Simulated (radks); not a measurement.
Problem. Species: the titanium anion Ti-. Configuration: [Ar] 3d3 4s2. Calculated with a radial shooting solver on a logarithmic mesh with Libxc functionals: scalar-relativistic Kohn-Sham, LDA (Slater exchange, VWN5 correlation), spin-unpolarised, spherical densities, point nucleus; hard spherical wall at 2.5 bohr. Some entries of the table are withheld. Estimate them.

orbital  occ.  eigenvalue (hartree)  <1/r> (bohr^-1)  r(max) (bohr)
1s          2             -176.4103            21.76        0.04565
2s          2             -17.68736            4.526         0.2697
2p          6             -14.31715            4.438         0.2197
3s          2                   (1)              (2)         0.8946
3p          6               0.16970              (3)         0.9400
3d          3               1.50665            1.011          1.060
4s          2               2.60499            1.006          1.808
4p          0               3.10174            1.042          1.838
4d          0                   (4)            1.051          1.868
5s          0               7.57558            1.185          2.093

Solution. 
(1) 3s eigenvalue (hartree): -0.67801
(2) 3s <1/r> (bohr^-1): 1.340
(3) 3p <1/r> (bohr^-1): 1.223
(4) 4d eigenvalue (hartree): 3.85610
